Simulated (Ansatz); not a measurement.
`CC(C)[O][GeH3]` at its PBE0-D4/def2-TZVP geometry, where that method's forces vanish. Charge 0, multiplicity 1.

| atom | x (Å) | y (Å) | z (Å) |
| --- | --- | --- | --- |
| C1 | -0.075 | -1.154 | 0.936 |
| C2 | 0.387 | 0.160 | 0.334 |
| C3 | 1.897 | 0.276 | 0.318 |
| O4 | -0.056 | 0.296 | -1.006 |
| Ge5 | -1.760 | 0.668 | -1.352 |
| H6 | -1.166 | -1.220 | 0.965 |
| H7 | 0.301 | -1.990 | 0.342 |
| H8 | 0.292 | -1.261 | 1.960 |
| H9 | -0.020 | 0.987 | 0.939 |
| H10 | 2.201 | 1.227 | -0.122 |
| H11 | 2.327 | -0.532 | -0.280 |
| H12 | 2.302 | 0.213 | 1.331 |
| H13 | -1.763 | 1.159 | -2.804 |
| H14 | -2.640 | -0.587 | -1.195 |
| H15 | -2.227 | 1.758 | -0.366 |

(1) For each bond, give half the difference of the two atoms' forces along it (eV/Å; positive pushes the atoms apart) under PBE-D4, r2SCAN-D4, B3LYP-D4, ωB97M-V in def2-TZVPP. (Best estimate.)

Results:

(1) Computed: 
```csv
bond,length (Å),PBE-D4,r2SCAN-D4,B3LYP-D4,ωB97M-V
C1–C2,1.518,-0.03,0.04,0.12,0.11
C1–H6,1.093,0.09,-0.04,-0.08,-0.07
C1–H7,1.093,0.11,-0.03,-0.06,-0.07
C1–H8,1.093,0.09,-0.03,-0.07,-0.07
C2–C3,1.514,0.01,0.06,0.10,0.10
C2–O4,1.418,0.29,0.30,0.22,0.17
C2–H9,1.102,0.07,-0.09,-0.15,-0.16
C3–H10,1.091,0.09,-0.04,-0.07,-0.07
C3–H11,1.093,0.11,-0.03,-0.06,-0.06
C3–H12,1.093,0.10,-0.03,-0.06,-0.07
O4–Ge5,1.778,0.35,0.03,0.16,0.07
Ge5–H13,1.532,0.03,-0.05,-0.06,-0.10
Ge5–H14,1.541,0.01,-0.06,-0.04,-0.09
Ge5–H15,1.542,0.02,-0.05,-0.02,-0.08
```

B3LYP here is the variant with VWN-RPA as its local correlation; programs differ in this.
